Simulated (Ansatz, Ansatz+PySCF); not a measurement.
```csv
atom,x (Å),y (Å),z (Å)
C,0.2225,-0.0203,-0.4189
C,-0.2428,-1.2487,-0.2690
C,0.0321,1.1108,0.5491
H,0.7982,0.2106,-1.3115
H,-0.0585,-2.0155,-1.0109
H,-0.8235,-1.5388,0.5996
H,-0.5551,0.8031,1.4151
H,0.9968,1.4825,0.9049
H,-0.4780,1.9518,0.0719
```

Basis set: def2-SVP (spherical functions). Correlated methods keep 3 orbitals frozen. Charge 0, multiplicity 3.

Computed with Ansatz (development build ahead of 0.2.0); each method stands on the lowest determinant of its kind that the runs found.

The atomization energy at this shape (free ground-state atoms in the same class of orbitals less the molecule, no zero-point energy) of triplet C₃H₆:

```tsv
method	atomization energy
UHF	2433.9 kJ/mol
```

Task: What does UHF-MP2 give?

Result: 3016.2 kJ/mol. Caution: another spin multiplicity may lie lower.
